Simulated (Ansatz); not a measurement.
`C[SiH](F)CO` + `C[NH][SnH3]` → `C[SiH](F)[SnH3]` + `CNCO`  (formal exchange of groups at the Si–C bond)

Calculated with Ansatz (gas phase, PBE0-D4/def2-TZVP geometries, no zero-point term in ΔE). CCSD(T)/CBS adds triple-zeta CCSD(T) − MP2 to the extrapolated MP2 energy (def2 sets, frozen cores). DFT in def2-TZVPP. B3LYP here is the variant with VWN-RPA as its local correlation; programs differ in this. Elements past krypton have def2 core potentials. For Sn outer-core shells are correlated without core-valence functions, which leaves a few kJ/mol of doubt a bond. One conformer a species, not always the lowest.

CCSD(T)/CBS gives -7.4 kJ/mol.

Question: Another level gave -9.0 kJ/mol. Which?
A. PBE-D4/def2-TZVPP
B. B3LYP/def2-TZVPP
C. B2PLYP/def2-TZVPP
D. SCS-MP2/def2-TZVPP

Answer: C. B2PLYP -9.0, SCS-MP2/def2-TZVPP -3.5, PBE-D4 -20.0, B3LYP -13.4 kJ/mol.

Largest T1 diagnostic among the species: 0.013.

In def2-TZVPP, CCSD(T) changes the Hartree–Fock value by +4.4 kJ/mol (the triples alone add +1.0 kJ/mol) and MP2 by +8.2 kJ/mol.
